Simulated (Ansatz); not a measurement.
Reactions of C2H10N2Si, SMILES `CNC(N)[SiH3]`.

Computed with Ansatz on PBE0-D4/def2-TZVP structures; ΔE is electronic, products minus reactants. CCSD(T)/CBS is the MP2 limit (def2-TZVPP, def2-QZVPP) plus CCSD(T) − MP2 in def2-TZVPP, frozen cores. This one scheme is used for every species, atoms too. DFT in def2-TZVPP. No spin–orbit coupling; open shells (•) take unrestricted orbitals. Spin–orbit coupling would lower the free atoms: a little for C, Si. For Se outer-core shells are correlated without core-valence functions, so the limit isn't a true one: a few kJ/mol of doubt a bond, and 10 to 20 or more in all where bonds break to atoms. Scalar relativity is left out up to krypton. One conformer a species, not always the lowest.

```
                                                             reaction  CCSD(T)/CBS(def2) (kJ/mol)
       `CNC(N)[SiH3]` + `O[SiH2][SeH]` → `O[SiH2][Se][SiH3]` + `CNCN`                         -91
                                   `CNC(N)[SiH3]` → `CNCN` + `[SiH2]`                         213
              `CNC(N)[SiH3]` + `[SiH3]SS` → `[SiH3]SS[SiH3]` + `CNCN`                         -85
`CNC(N)[SiH3]` + `O[Si](Cl)(Cl)Cl` → `[SiH3]O[Si](Cl)(Cl)Cl` + `CNCN`                        -129
                           `CNC(N)[SiH3]` → 2 C• + 10 H• + 2 N• + Si•                           ?
                              `CNC(N)[SiH3]` + CH₄ → `CNC(C)N` + SiH₄                           ?
```

(1) Fill in the missing values. (Estimate.)

Largest T1 diagnostic: 0.014, for `[SiH2]`.

Answers

(1) The calculation gave: `CNC(N)[SiH3]` → 2 C• + 10 H• + 2 N• + Si•: +5212.0 kJ/mol; `CNC(N)[SiH3]` + CH₄ → `CNC(C)N` + SiH₄: +10.1 kJ/mol.
